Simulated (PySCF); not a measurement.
Gas-phase reaction: 3 GeH₄ + 2 GeCl₃ ⇌ 3 GeH₂Cl₂ + 2 GeH₃

Energies from PySCF, thermal terms from the rigid-rotor harmonic-oscillator model, ideal gas at 1 bar. † marks an energy on the PBE0/def2-TZVP geometry and frequencies; other levels use their own. MP2 and CCSD(T) freeze the core. 6-31G* has spherical d functions here. Open shells (unrestricted): GeCl₃ (multiplicity 2), GeH₃ (multiplicity 2); the rest are closed-shell singlets. B3LYP is the form with VWN-RPA correlation. Ge: all electrons, no relativistic terms. GeCl₃, GeH₃: computed as isolated molecules; such fragments, hydroxides, amides, oligomers or adducts are transient or little studied in the gas. MP2 isn't extrapolated to the basis-set limit; its ΔH°(298 K) is 21.1 kJ in def2-SVP and 22.6 kJ in def2-TZVPP. CCSD(T) isn't extrapolated to the basis-set limit. The harmonic model lacks anharmonicity and excited electronic states, which grow with temperature; levels with a mode under 35 cm⁻¹ are left out.

```tsv
level	ΔE electronic, kJ	ΔH°(298 K), kJ	ΔS°(298 K), J/K	ΔG°(1800 K), kJ
B3LYP/6-31G*	70	66	35	0
B3LYP/def2-TZVP†	65	62	38	-10
CCSD(T)/def2-SVP†	31	28	38	-44
MP2/def2-TZVPP†	26	23	38	-49
PBE0/def2-QZVP†	47	43	38	-28
```
ΔH° is lowest at MP2/def2-TZVPP† and highest at B3LYP/6-31G*. No reference value is set beside these.
